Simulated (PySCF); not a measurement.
BH6NO2Si, SMILES N[SiH2]B(O)O.

Coordinates come from a B3LYP-D3(BJ)/def2-SVP optimisation. The structure was generated by enumeration, and PubChem lists no compound with its InChIKey, so it may never have been made. One conformer was computed; it need not be the lowest.

Method: B3LYP-D3(BJ)/def2-SVP run with PySCF 2.14.0.

Frequencies are harmonic and unscaled.

| mode | ν (cm⁻¹) | IR (km/mol) | Raman (Å⁴/amu) | depolarisation | moving atoms (share of kinetic energy) |
|---|---|---|---|---|---|
| 1 | 93 | 3.3 | 0.2 | 0.74 | O 41 %, H 27 %, N 21 %, Si 11 % |
| 2 | 150 | 6.3 | 0.7 | 0.68 | O 38 %, N 37 %, H 19 % |
| 3 | 246 | 9.3 | 1.3 | 0.75 | H 68 %, O 15 %, N 9 % |
| 4 | 321 | 10.7 | 1.4 | 0.46 | O 44 %, H 26 %, Si 15 %, N 8 % |
| 5 | 343 | 3.6 | 1.9 | 0.75 | H 56 %, B 29 %, O 9 % |
| 6 | 411 | 15.7 | 3.4 | 0.47 | Si 34 %, O 33 %, H 22 % |
| 7 | 552 | 57.6 | 4.2 | 0.74 | H 83 % |
| 8 | 578 | 35.4 | 11.4 | 0.15 | O 38 %, H 28 %, B 23 %, Si 10 % |
| 9 | 596 | 202.7 | 3.8 | 0.21 | H 80 % |
| 10 | 643 | 58.1 | 2.9 | 0.32 | H 60 %, B 20 %, O 8 % |
| 11 | 701 | 17.6 | 10.4 | 0.69 | H 69 %, B 23 % |
| 12 | 760 | 11.4 | 12.7 | 0.39 | N 48 %, H 31 %, Si 20 % |
| 13 | 805 | 62.7 | 1.7 | 0.58 | H 92 % |
| 14 | 844 | 177.3 | 9.8 | 0.75 | H 73 %, Si 17 % |
| 15 | 928 | 87.4 | 5.3 | 0.73 | H 80 %, N 11 % |
| 16 | 958 | 105.2 | 17.4 | 0.74 | H 95 % |
| 17 | 1023 | 78.1 | 4.5 | 0.75 | H 59 %, O 38 % |
| 18 | 1115 | 86.5 | 6.2 | 0.73 | H 77 %, O 12 %, B 10 % |
| 19 | 1320 | 302.2 | 3.3 | 0.21 | B 50 %, H 25 %, O 25 % |
| 20 | 1457 | 272.6 | 1.8 | 0.07 | B 71 %, O 23 % |
| 21 | 1560 | 22.8 | 7.7 | 0.68 | H 91 %, N 9 % |
| 22 | 2172 | 163.5 | 154.0 | 0.28 | H 97 % |
| 23 | 2201 | 111.1 | 142.3 | 0.23 | H 97 % |
| 24 | 3524 | 15.9 | 129.5 | 0.11 | H 96 % |
| 25 | 3607 | 19.6 | 90.2 | 0.67 | H 92 %, N 8 % |
| 26 | 3632 | 200.8 | 54.2 | 0.15 | H 94 % |
| 27 | 3787 | 40.8 | 243.0 | 0.30 | H 94 % |
